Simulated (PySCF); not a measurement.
A structure optimised at B3LYP-D3(BJ)/def2-TZVPD, used in a PySCF frequency run:

```xyz
2

Al     0.0000     0.0000    -0.6199
O      0.0000     0.0000     1.0074
```
Charge 0, spin multiplicity 2.

**Question.** Write its SMILES, formula and point group.

**Answer.** [O]=[Al], AlO, C∞v

**Question.** What are its rotational constants (standard atomic weights)?

**Answer.** 19.001 GHz (linear rotor, B only)
